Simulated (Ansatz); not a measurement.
GeH3OS, SMILES `[OH][GeH2][S]` radical. Charge 0, multiplicity 2.

```json
{"atom": "O1", "x (Å)": "-0.133", "y (Å)": "-1.030", "z (Å)": "-0.991"}
{"atom": "Ge2", "x (Å)": "0.022", "y (Å)": "0.429", "z (Å)": "0.008"}
{"atom": "S3", "x (Å)": "1.103", "y (Å)": "0.041", "z (Å)": "1.891"}
{"atom": "H4", "x (Å)": "-0.419", "y (Å)": "-1.794", "z (Å)": "-0.484"}
{"atom": "H5", "x (Å)": "-1.361", "y (Å)": "0.942", "z (Å)": "0.455"}
{"atom": "H6", "x (Å)": "0.788", "y (Å)": "1.413", "z (Å)": "-0.880"}
```

Q: List the harmonic frequencies (cm⁻¹, unscaled) at PBE0-D4/def2-TZVP in Ansatz. (An estimate is asked.)

A: Computed: 155, 231, 403, 419, 623, 708, 765, 834, 942, 2128, 2189, 3889.

Q: Is this a minimum?

A: Yes, all 12 modes are real.

Q: Give the ideal-gas thermochemistry at 298.15 K and 1 bar (rigid rotor, harmonic oscillator; point group C1, symmetry number 1).

A: Zero-point energy 79.5 kJ/mol; H(298) − E = 95.2 kJ/mol; entropy 312.4 J/(mol·K), of which translation 168.9, rotation 106.0, vibration 31.7, electronic 5.8; G(298) − E = 2.1 kJ/mol.
